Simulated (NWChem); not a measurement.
# Ionisation of sulfur trioxide (O$_{3}$S)

```
S
O 1 1.4693
O 1 1.4693 2 120.00
O 1 1.4693 2 120.00 3 180.00
```
Charge 0, spin multiplicity 1.

Everything below was run with NWChem. The geometry was optimised at PBE/def2-SVP, a minimum by its harmonic frequencies.

Basis set: def2-SVPD. −ε marks an orbital energy of the parent.

B3LYP has NWChem's definition, with VWN1-RPA local correlation.

Order these methods by the first vertical ionisation energy they give, lowest first: −ε(HOMO) of HF, −ε(HOMO) of B3LYP, −ε(HOMO) of PBE, −ε(HOMO) of BLYP.

−ε(HOMO) of BLYP (8.30 eV), −ε(HOMO) of PBE (8.39 eV), −ε(HOMO) of B3LYP (9.93 eV), −ε(HOMO) of HF (14.90 eV)
